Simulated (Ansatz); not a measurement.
A structure relaxed at PBE0-D4/def2-TZVP, charge 0, multiplicity 1:

```tsv
atom	x (Å)	y (Å)	z (Å)
C1	0.9992	-0.8650	0.6320
C2	0.0012	0.2411	0.5029
O3	0.3642	1.3150	-0.3875
Ge4	-1.1469	0.5183	-0.9843
F5	-2.5162	1.5633	-0.8115
H6	1.8916	-0.4844	1.1405
H7	1.3098	-1.2500	-0.3409
H8	0.5921	-1.6866	1.2251
H9	-0.3989	0.5977	1.4549
H10	-1.0961	0.0506	-2.4312
```

Q: Give its formula and SMILES.

A: C2H5FGeO, `C[C@H]1[O][Ge@@H]1[F]`.

Q: Summarise the bond lengths by kind.

A: 1 × C–C 1.495 Å; 4 × C–H 1.091 to 1.095 Å; 1 × C–O 1.442 Å; 1 × C–Ge 1.899 Å; 1 × Ge–O 1.810 Å; 1 × F–Ge 1.731 Å; 1 × Ge–H 1.521 Å.

All numbers were calculated with Ansatz.
